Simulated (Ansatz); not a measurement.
CrF₃. Total charge 0; quartet. Geometry relaxed at r2SCAN-D4/def2-TZVP.

```xyz
4

Cr    0.010   -0.001   -0.002
F    -0.280    0.064   -1.701
F     0.270    1.456    0.885
F     0.000   -1.519    0.817
```

**Question.** Estimate the harmonic wavenumbers at UKS r2SCAN-D4/def2-TZVP (Ansatz, unscaled). Is this a minimum?

**Answer.** 38, 182, 182, 675, 779, 779 cm⁻¹. Yes, no mode is imaginary beyond noise. Zero-point energy 15.8 kJ/mol. It took 46 s on 4 threads of Arm Neoverse V1 on a shared host.
